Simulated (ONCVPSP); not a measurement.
# Potentials for titanium compared

Generated with ld1.x 7.5 (TM, RRKJ, ultrasoft, PAW), atompaw 4.2 or ONCVPSP 4.0.1. The cutoff is in Ry: for ld1.x and atompaw files where the sum of valence levels is converged to 10 mRy in a Bessel basis, for ONCV files where the hardest occupied wave has 1 mHa per electron of residual kinetic energy. The error is the largest all-electron minus pseudo excitation energy over each file’s own four to seven test configurations (ionisations up to +4, promotions, holes and added fractions of an electron), all of which were solved. The labels leave out finer settings (local radius, basis sizes, second energies), which also bear on the numbers. Spin-polarised tests are not counted. The rows are a selection from randomly drawn settings: files with unsolved tests, undetermined cutoffs or missed reference levels are left out.

A true bound ghost makes a file unfit for plane-wave use even where its test errors are small: the radial tests pick states by their node count and pass the ghost by.

| potential | cutoff (Ry) | largest error (meV) | bound ghosts |
| --- | --- | --- | --- |
| ONCV, LDA (Perdew-Wang 92), non-relativistic, rc 2.95/2.60/2.20 (spd), local smoothed, core correction yes, reference 3d2 4s2, qcut 2.6/2.7/7.9, projectors 2/1/1 | 42 | -168 | none |
| ONCV, PBEsol, scalar-relativistic, rc 2.45/2.70/2.55/2.20 (spdf), local smoothed, core correction yes, reference 3d2 4s2, qcut 3.3/3.2/5.9/4.7, projectors 2/2/1/2 | 28 | +146 | none |
| ONCV, LDA (Perdew-Wang 92), scalar-relativistic, rc 1.35/1.65/1.50 (spd), local smoothed, core correction yes, reference 3s2 3p6 3d2 4s1.75 4p0.25, qcut 6.8/7.9/9.6, projectors 2/2/1 | 72 | -1.2 | none |
| ONCV, LDA (Perdew-Wang 92), fully relativistic, rc 1.50/0.95/1.30 (spd), local smoothed, core correction yes, reference 3s2 3p6 3d2 4s2, qcut 8.1/8.5/12.1, projectors 3/2/2 | 99 | +15 | none |
| ONCV, PBE, scalar-relativistic, rc 1.70/0.95/2.20/1.95 (spdf), local smoothed, core correction yes, reference 3s2 3p6 3d2 4s1, qcut 9.3/8.8/5.6/6.4, projectors 2/1/2/2 | 73 | +229 | none |
| ONCV, LDA (Perdew-Zunger), fully relativistic, rc 1.75/1.20/2.50 (spd), local smoothed, core correction yes, reference 3s2 3p6 3d2 4s2, qcut 7.4/7/7.3, projectors 2/2/2 | 38 | +210 | none |
| ONCV, BLYP, non-relativistic, rc 2.60/2.50/1.50/2.25 (spdf), local smoothed, core correction yes, reference 3d2 4s2, qcut 2.5/3.2/10.5/5, projectors 2/1/3/2 | 77 | +184 | s, p |

Question: Fill in the row for Ti: ONCV, PBE, scalar-relativistic, rc 2.95/2.70/1.35 (spd), local smoothed, core correction no, reference 3d2 4s2, qcut 2.1/2.4/12.9, projectors 2/3/2.

Answer: cutoff 105 Ry, largest error +324 meV, bound ghosts: s, p.

Question: Fill in the row for Ti: ONCV, LDA (Perdew-Zunger), non-relativistic, rc 2.35/2.15/2.10/2.10 (spdf), local smoothed, core correction yes, reference 3d2 4s2, qcut 2.9/3.6/7.6/6.2, projectors 1/2/3/2.

Answer: cutoff 47 Ry, largest error -909 meV, bound ghosts: p.
